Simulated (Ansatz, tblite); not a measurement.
Cost and result up the ladder for [VO2(OH)2]- (VO4H2⁻) (7 atoms). The state is a singlet with charge -1. Geometry: PBE-D4/def2-SVPD.

Cartesian coordinates in Å:
```
V 0.315 -0.099 -0.196
O 1.712 -0.574 0.507
O 0.408 -0.095 -1.828
O -0.101 1.626 0.378
H -0.517 2.114 -0.354
O -1.041 -1.267 0.333
H -0.777 -1.706 1.160
```

Ansatz on 4 threads of Arm Neoverse V1 on a shared host; xTB runs through tblite on one thread. Times are rough, summed over both states, and most runs start from the orbitals of an earlier one. No level here is sound enough to serve as a yardstick. The other state is a triplet.

The xTB rows come from tblite. HOMO above LUMO, or a gap near zero within one spin, warns that the state may not be the lowest or that an electron is smeared out.

xTB has no spin-polarisation term.

```csv
level,functions,wall time,vertical triplet (eV),remarks
GFN2-xTB,27,0.008 s,3.50,–
GFN1-xTB,29,0.01 s,3.69,–
PBE-D4/def2-TZVPD,226,14 s,3.92,"HOMO above zero (triplet), gap within one spin near zero (triplet), restricted SCF unstable in HF (singlet)"
r2SCAN-D4/def2-TZVPD,226,17 s,3.75,"HOMO above zero (triplet), restricted SCF unstable in HF (singlet)"
PBE0-D4/def2-TZVPD (with forces),226,25 s,3.34,"HOMO above zero (triplet), restricted SCF unstable in HF (singlet)"
```
